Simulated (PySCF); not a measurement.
A calculated (PBE, PySCF 2.14, x2c-TZVPPall, the spin-free X2C one-electron Hamiltonian (Gaussian nucleus)) atom or ion has these occupied shells.

| shell | electrons | orbital energy (eV) | rms radius, mean of both spins (bohr) |
| --- | --- | --- | --- |
| 1s α | 1 | -85295.2 | 0.0184 |
| 1s β | 1 | -85295.2 | 0.0184 |
| 2s α | 1 | -15196.6 | 0.0743 |
| 2s β | 1 | -15196.5 | 0.0743 |
| 2p α | 3 | -13139.3 | 0.0683 |
| 2p β | 3 | -13139.2 | 0.0683 |
| 3s α | 1 | -3638.6 | 0.190 |
| 3s β | 1 | -3638.6 | 0.190 |
| 3p α | 3 | -3043.0 | 0.192 |
| 3p β | 3 | -3043.0 | 0.192 |
| 3d α | 5 | -2396.0 | 0.176 |
| 3d β | 5 | -2395.9 | 0.176 |
| 4s α | 1 | -822.16 | 0.416 |
| 4s β | 1 | -822.06 | 0.416 |
| 4p α | 3 | -625.68 | 0.444 |
| 4p β | 3 | -625.58 | 0.444 |
| 4d α | 5 | -387.28 | 0.473 |
| 4d β | 5 | -387.16 | 0.473 |
| 5s α | 1 | -143.72 | 0.928 |
| 5s β | 1 | -143.07 | 0.928 |
| 4f α | 7 | -127.15 | 0.512 |
| 4f β | 7 | -127.00 | 0.512 |
| 5p α | 3 | -89.643 | 1.06 |
| 5p β | 3 | -88.877 | 1.06 |
| 5d α | 5 | -27.704 | 1.46 |
| 5d β | 4 | -26.904 | 1.46 |
| 6s α | 1 | -19.063 | 2.44 |
| 6s β | 1 | -18.160 | 2.44 |
| 6p α | 1 | -10.414 | 3.23 |

Question: Name the element and its charge.

Answer: Tl⁺ (thallium, charge +1), in [Xe] 4f14 5d9 6s2 6p1, one real determinant (an excited configuration).
